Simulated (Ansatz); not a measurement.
A run for Ansatz (an electronic-structure program): U-B3LYP/def2-TZVPP on H2SeZn (SMILES [ZnH][SeH]), a point of a bond scan (R = 2.687 Å).

Ansatz 0.2 input:
```yaml
crystal:
  periodic: [false, false, false]
  atoms:
    - {symbol: Zn, position_ang: [-0.70919421, -0.50984122, -0.82879930]}
    - {symbol: H, position_ang: [-2.29206825, -1.65566613, -2.67333964]}
    - {symbol: Se, position_ang: [0.65395606, 0.50525059, 0.74073403]}
    - {symbol: H, position_ang: [0.65501376, -0.71868499, 1.56184434]}
basis:
  gaussian:
    orbitals: def2-TZVPP
hamiltonian:
  xc: {name: B3LYP}
magnetization: {spin_polarized: true, initial_magnetization: 0}
```

The head of its log:

```
WARN ansatz: RAYON_NUM_THREADS=1 ignored (pool sized by the plan → 1); use --threads N
Functional definition: B3LYP
integrals: 0.06 GiB planned
1091 factors; their error is unknown
mean field: 0.84 GiB planned
mean field evaluation 1: about -113799.3002 eV, gradient 2.7e1 eV
mean field evaluation 2: about -113791.4169 eV, gradient 6.0e1 eV
```

### Question
Predict the final total energy.

### Answer
-4182.1750 hartree. Its determinant has ⟨S²⟩ = 0.17, a mixture of spin states.
